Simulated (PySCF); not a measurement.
# NMR data sheet: C$_{4}$H$_{8}$N$_{2}$Si$_{2}$

| Property | Result |
| --- | --- |
| Formula | C4H8N2Si2 |
| SMILES | C=N[C@H]1[SiH2][C@H](C#N)[SiH2]1 |
| InChI | InChI=1S/C4H8N2Si2/c1-6-4-7-3(2-5)8-4/h3-4H,1,7-8H2/t3-,4- |
| Degrees of unsaturation | 4 |
| Carbon signals | 4 |
| Proton signals | 6 |

Molfile (atoms numbered from 1):
```
C4H8N2Si2
     RDKit          3D

 16 16  0  0  0  0  0  0  0  0999 V2000
    2.9135   -0.2680   -0.4548 C   0  0  0  0  0  0  0  0  0  0  0  0
    1.7175   -0.4743   -0.1349 N   0  0  0  0  0  0  0  0  0  0  0  0
    0.7142    0.4945   -0.3683 C   0  0  1  0  0  0  0  0  0  0  0  0
   -0.7727   -0.4162   -1.2117 Si  0  0  0  0  0  4  0  0  0  0  0  0
   -1.5614   -0.5484    0.5521 C   0  0  2  0  0  0  0  0  0  0  0  0
   -2.9171   -0.1697    0.6601 C   0  0  0  0  0  0  0  0  0  0  0  0
   -4.0096    0.1744    0.7320 N   0  0  0  0  0  0  0  0  0  0  0  0
   -0.2748    0.6998    1.2846 Si  0  0  0  0  0  4  0  0  0  0  0  0
    3.2685    0.6548   -0.9286 H   0  0  0  0  0  0  0  0  0  0  0  0
    3.6447   -1.0367   -0.2556 H   0  0  0  0  0  0  0  0  0  0  0  0
    1.1038    1.4045   -0.8519 H   0  0  0  0  0  0  0  0  0  0  0  0
   -1.5235    0.4628   -2.1056 H   0  0  0  0  0  0  0  0  0  0  0  0
   -0.4522   -1.7004   -1.8247 H   0  0  0  0  0  0  0  0  0  0  0  0
   -1.4441   -1.5475    0.9725 H   0  0  0  0  0  0  0  0  0  0  0  0
    0.4080    0.2329    2.4858 H   0  0  0  0  0  0  0  0  0  0  0  0
   -0.8224    2.0463    1.4376 H   0  0  0  0  0  0  0  0  0  0  0  0
  1  2  2  0
  2  3  1  0
  3  4  1  0
  4  5  1  0
  5  6  1  0
  6  7  3  0
  5  8  1  0
  8  3  1  0
  1  9  1  0
  1 10  1  0
  3 11  1  6
  4 12  1  0
  4 13  1  0
  5 14  1  1
  8 15  1  0
  8 16  1  0
M  END
```

One computed conformer, relativity neglected, gas phase, fast rotation and ring inversion assumed for equivalent nuclei. Geometry: GFN2-xTB; shieldings: GIAO PBE0/pcSseg-1; PySCF.

δ = σ(ref) − σ, references computed at the same level: TMS for 1H and 13C and 29Si; NH3 for 15N.

| carbon | δC, type | δH (multiplicity) | HMBC from (2–3 bonds) | span of the C tensor (ppm) |
| --- | --- | --- | --- | --- |
| C1 | 149.7, CH2 | H9 7.49 (d); H10 6.90 (d) | H11 | 172 |
| C3 | 61.7, CH | 3.89 (m) | H9, H10, H12/H16, H13/H15, H14 | 44 |
| C5 | -4.3, CH | 2.35 (m) | H12/H16, H13/H15, H11 | 32 |
| C6 | 123.9, C | – | H12/H16, H13/H15, H14 | 350 |

Other nuclei:
| atoms | nucleus | environment | δ (ppm) | σ (ppm) |
| --- | --- | --- | --- | --- |
| H12/H16 | 1H | hydrogen on a silicon bonded to 2 C, in a 4-membered ring | 5.11 | 26.61 |
| H13/H15 | 1H | hydrogen on a silicon bonded to 2 C, in a 4-membered ring | 4.82 | 26.90 |
| Si4/Si8 | 29Si | silicon bonded to 2 C, 2 H, in a 4-membered ring | -23.3 | 372.5 |
| N2 | 15N | imine nitrogen | 402.6 | -134.9 |
| N7 | 15N | nitrile nitrogen | 293.3 | -25.6 |

Carbon types of the structure: 1 × C, 2 × CH, 1 × CH2, leaving 4 H on heteroatoms. δC 149.7: C=N carbon. δC 123.9: nitrile carbon; this is the usual window of a C≡N carbon, which has no attached hydrogen. δC 61.7: sp3 CH bonded to N and 2 Si; the inductive effect lowers its shielding. δC -4.3: sp3 CH bonded to 2 Si, α to a nitrile; an electropositive neighbour leaves it electron-rich and shielded. δH 3.89: hydrogen on an sp3 CH bonded to N and 2 Si; its carbon carries N, hence the downfield position.

Shifts are as computed. Against solution values, carbons near 30 ppm lie about +3 ppm off and those near 130 ppm about +5 ppm. Of 1309 compounds with measured shifts, 239 miss one by over three times the rms of a fit or turn the order of signals round; such compounds aren't used in these exercises. Experimental scales use liquid or dissolved standards, which lie at an offset from isolated NH3 (liquid NH3: subtract about 20 ppm). Unscaled 15N shifts of sp2 nitrogen come out 20 to 40 ppm too high even then. No couplings were computed; multiplicities are counted from neighbouring protons, with m where these are inequivalent, close in shift, in a saturated or five-membered ring or joined by F or P, and br s for small geminal =CH2 splittings.
